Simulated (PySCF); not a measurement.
C4H10ClNSi.
Bonds: Cl1–Si2, Si2–N3, N3–C4, C4–C5, C5–C6, C6–C7, N3–C7. Hydrogens: H8, H9 on Si2; H10, H11 on C4; H12, H13 on C5; H14, H15 on C6; H16, H17 on C7.

The geometry is computed with GFN2-xTB (gas phase).

(1) Give the optimised bond lengths and angles.

Answers

(1) 
| bond | length (Å) | order |
| --- | --- | --- |
| Cl1–Si2 | 2.013 | single |
| Si2–N3 | 1.705 | single |
| N3–C4, N3–C7 | 1.455 | single |
| C4–C5, C6–C7 | 1.526 | single |
| C5–C6 | 1.526 | single |
| Si2–H8, Si2–H9 | 1.466 | single |
| C4–H10 and 3 like bonds | 1.095 | single |
| C5–H12 and 3 like bonds | 1.089 | single |

Bonds in one row agree within 0.01 Å and their mean is given. Orders are formal, as drawn. A selection of angles:
| angle | degrees |
| --- | --- |
| Cl1–Si2–N3 | 107.0 |
| Cl1–Si2–H8 | 109.1 |
| Cl1–Si2–H9 | 106.7 |
| N3–Si2–H8 | 109.1 |
| N3–Si2–H9 | 114.2 |
| H8–Si2–H9 | 110.6 |
| Si2–N3–C4 | 127.1 |
| Si2–N3–C7 | 122.1 |
| C4–N3–C7 | 110.1 |
| N3–C4–C5 | 104.3 |
| N3–C4–H10 | 110.9 |
| C5–C4–H10 | 110.0 |
| C5–C4–H11 | 112.9 |
| H10–C4–H11 | 108.2 |
| C4–C5–C6 | 101.9 |
| C4–C5–H12 | 112.4 |
| C4–C5–H13 | 110.1 |
| C6–C5–H12 | 113.1 |
| C6–C5–H13 | 110.1 |
| H12–C5–H13 | 109.0 |
| C6–C7–H16 | 112.4 |
| N3–C7–C6 | 105.4 |
| N3–C7–H17 | 109.6 |

Torsions: Cl1–Si2–N3–C4 -21° (synperiplanar); Si2–N3–C4–C5 171° (antiperiplanar); N3–C4–C5–C6 36° (synclinal); C4–C5–C6–C7 -39° (synclinal); C5–C6–C7–N3 29° (synperiplanar); Si2–N3–C7–C6 164° (antiperiplanar). The mirror-image conformer, all signs reversed, is as good.

N3 (silicon-bound nitrogen) is almost planar (angles 127.1°, 122.1° and 110.1°, sum 359.3°, 0.08 Å off the plane of its three neighbours). The 5-membered ring N3–C4–C5–C6–C7 has internal angles of 101.9° to 110.1°; it is puckered, 0.18 Å rms from its mean plane, widest ring torsion 39°. All 3 C–C bonds measure 1.525 to 1.527 Å. Of the pairs four or more bonds apart, Cl1···H11 is among the closest relative to their van der Waals radii: 2.88 Å, 98 % of the sum of Bondi's values. Si2 (chlorine-bound silicon) is distorted tetrahedral (angles from 106.7° to 114.2°).

Point group: C1 (no symmetry element, even within 0.4 Å). GFN2-xTB frequencies: not computed here. One conformer, not necessarily the lowest.
